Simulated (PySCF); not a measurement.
**Dipole response of Cd⁺ (cadmium, charge +1)**

[Kr] 4d9 5s1 5p1, one real determinant (an excited configuration). Calculation: PySCF 2.14, in x2c-QZVPPall with one added diffuse shell each of s, p, d, f, g type (14s9p8d5f3g, 143 functions); the spin-free X2C one-electron Hamiltonian (Gaussian nucleus). Coupled (time-dependent) response in atomic units; α is the mean over directions.

```
method  mean α (bohr³)         α xx, yy, zz  C₆ (like pair)  S(−4)
   UHF           30.35  30.23, 30.23, 30.60           222.0  407.8
```

S(−4) is the Cauchy moment in α(ω) = α(0) + S(−4) ω² + …

Spin-orbit coupling is absent.

α(iu) at UHF:

```json
{"u (hartree)": "0", "α(iu) (bohr³)": "30.35"}
{"u (hartree)": "0.0500", "α(iu) (bohr³)": "29.37"}
{"u (hartree)": "0.100", "α(iu) (bohr³)": "26.83"}
{"u (hartree)": "0.200", "α(iu) (bohr³)": "20.30"}
{"u (hartree)": "0.300", "α(iu) (bohr³)": "14.99"}
{"u (hartree)": "0.500", "α(iu) (bohr³)": "9.093"}
{"u (hartree)": "0.750", "α(iu) (bohr³)": "5.911"}
{"u (hartree)": "1.00", "α(iu) (bohr³)": "4.350"}
{"u (hartree)": "1.50", "α(iu) (bohr³)": "2.798"}
{"u (hartree)": "2.00", "α(iu) (bohr³)": "2.000"}
{"u (hartree)": "3.00", "α(iu) (bohr³)": "1.179"}
{"u (hartree)": "5.00", "α(iu) (bohr³)": "0.5476"}
```

A single London oscillator, α(iu) = α/(1 + u²/ω²), gives C₆ = (3/4) ω α². Matching the computed C₆ needs ω = 4 × 222.0 / (3 × 30.35²) = 0.321 hartree.

For an ion, C₆ is the dispersion term alone; charge-induced terms of lower order in 1/R come first.

The components differ because the open shell of this determinant is not spherical; for a pure term their mean is the scalar polarisability.

⟨L²⟩ = 8.06 against 12 for a pure F term, so this real determinant mixes terms.
